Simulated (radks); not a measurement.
The numbers below are computed, except where a source is named.
Initial-state core-level shifts of neutral selenium when its valence configuration changes from [Ar] 3d10 4s2 4p4. Code: a radial shooting solver on a logarithmic mesh with Libxc functionals. Model: scalar-relativistic Kohn-Sham, PBE, spin-polarised, spherical densities, finite nucleus; open shells are filled with parallel spins first; Fermi nuclear charge, rms radius 4.14 fm. Shifts are changes of the shell-averaged eigenvalues in eV (positive: less bound); the change of the density at the nucleus, which sets a Mossbauer isomer shift, is in e/bohr^3, on a base of 4.028e+04.

valence                1s       2s       2p       3s  density at nucleus
3d8 4s2 4p6       -28.935  -32.146  -31.918  -24.504             +33.094
3d9 4s2 4p5       -14.095  -15.625  -15.510  -12.151             +15.950
3d10 4s1 4p5       -1.703   -1.657   -1.652   -1.683             -27.804
3d9.5 4s2 4p4.5    -6.955   -7.700   -7.643   -6.050              +7.821
3d10 4s1.5 4p4.5   -0.856   -0.833   -0.830   -0.846             -13.817
3d10 4p6           -3.391   -3.296   -3.286   -3.342             -57.135
